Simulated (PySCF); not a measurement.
## Constants of SbBr, step by step

State: ³Σ⁻, triplet, unpaired electrons π ↑↑. De refers to Sb + Br. ROHF-based CCSD(T) in PySCF 2.14 with Sb cc-pwCVDZ-PP with ECP28, Br aug-cc-pVDZ-PP with ECP10 and Sb cc-pwCVTZ-PP with ECP28, Br aug-cc-pVTZ-PP with ECP10 (frozen core orbitals: 13; scalar-relativistic core potentials). Correlation energies are extrapolated as n⁻³ (n = 2, 3), Hartree–Fock as (n+1)·exp(−9√n).

```
      Level  Re (Å)  ωe (cm⁻¹)  ωexe (cm⁻¹)  αe (cm⁻¹)  De (eV)
 CCSD(T)/DZ  2.5457      241.4        0.569   0.000176    2.256
 CCSD(T)/TZ  2.4999      256.9        0.593   0.000176    2.546
     HF/CBS  2.5075      259.9        0.529   0.000165    1.501
    MP2/CBS  2.4698      269.7        0.560   0.000170    2.680
   CCSD/CBS  2.4843      264.3        0.578   0.000173    2.477
CCSD(T)/CBS  2.4885      261.3        0.598   0.000176    2.632
```

Question: How much is left between CCSD(T)/TZ and the basis-set limit, and how much do the triples give at the limit?

Answer: CCSD(T)/CBS less CCSD(T)/TZ: -11.4 mÅ in Re, +4.4 cm⁻¹ in ωe and +0.086 eV in De. CCSD(T)/CBS less CCSD/CBS: +4.2 mÅ in Re, -3.0 cm⁻¹ in ωe and +0.155 eV in De.

The T1 diagnostic is 0.017. The state was picked by a PBE0 search and need not be the measured ground state. Spin–orbit coupling, excitations beyond (T) and corrections to the Born–Oppenheimer picture are left out, and spin–orbit coupling matters for open p, d or f shells this heavy.

The whole job (state search and all basis sets along the bond) took about 35 min on 4 threads of Arm Neoverse V1 (shared host), peak memory 12 GiB.
